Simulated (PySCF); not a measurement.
Match the calculated data to a structure.

All candidates are C5H3ClO2.

| technique | computed result |
| --- | --- |
| UV, strongest line | among the 8 lowest singlet transitions: S7 at 6.51 eV (190 nm, f = 0.495) [TDDFT PBE0/def2-SVPD] |
| Triplet | lowest triplet excitation (Tamm–Dancoff): 2.90 eV [TDA PBE0/def2-SVPD] |
| Dipole | 4.04 D [PBE0/def2-SVPD] |
| Rotational structure | rotational constants A, B, C: 3.816, 1.208, 0.917 GHz [GFN2-xTB] |
| UV, first state | lowest singlet excitation: 4.53 eV (274 nm, f = 0.114) [TDDFT PBE0/def2-SVPD] |
| Polarisability | 79.0 au [PBE0/def2-SVPD] |

The electronic properties come from PySCF, for the isolated species, density fitting. Levels stand in brackets. Geometry: GFN2-xTB; no solvent, vibrations or thermal averaging.

Question: Which candidate is it?
A. `O=C(Cl)c1ccco1`
B. `O=c1cc(Cl)cco1`
C. `O=c1ccocc1Cl`

Answer: B. It is `O=c1cc(Cl)cco1`. Numbering: `[O:1]=[c:2]1[cH:3][c:4]([Cl:5])[cH:6][cH:7][o:8]1`. Its formula, C5H3ClO2, gives 4 degrees of unsaturation: 1 ring and 3 π bonds in the structure found (Kekulé form). S1 is mainly HOMO→LUMO (weight 0.97); the largest Löwdin shares of the orbital it empties are 0.20 on an unsaturated ring CH carbon, 0.20 on the carbonyl oxygen, 0.16 on an unsaturated ring CH carbon and 0.15 on an unsaturated ring CH carbon, of the orbital it fills 0.23 on the unsaturated ring carbon, 0.17 on each of 2 atoms of one kind (unsaturated ring CH carbon) and 0.12 on the ring oxygen. The optimised geometry has point group Cs and is an asymmetric top.

The others, at the same levels:
- `O=c1ccocc1Cl` fails: its computed lowest singlet excitation is 4.12 eV (301 nm, f = 0.000) (against 4.53 eV), lowest triplet excitation (Tamm–Dancoff) is 3.59 eV (against 2.90 eV) and static isotropic polarisability is 76.6 au (against 79.0 au).
- `O=C(Cl)c1ccco1` fails: its computed lowest triplet excitation (Tamm–Dancoff) is 3.14 eV (against 2.90 eV), strongest line among the 8 lowest singlet transitions is S2 at 4.94 eV (251 nm, f = 0.388) (against S7 at 6.51 eV) and smallest rotational constant is 0.971 GHz (against 0.917 GHz).

Each candidate is one conformer, not necessarily the lowest. Dipoles, sizes and rotational constants follow the conformer. The torsions of the flexible species, by atom-mapped SMILES:
- `[O:1]=[C:2]([Cl:3])[c:4]1[cH:5][cH:6][cH:7][o:8]1`: O1–C2–C4–C5 0°
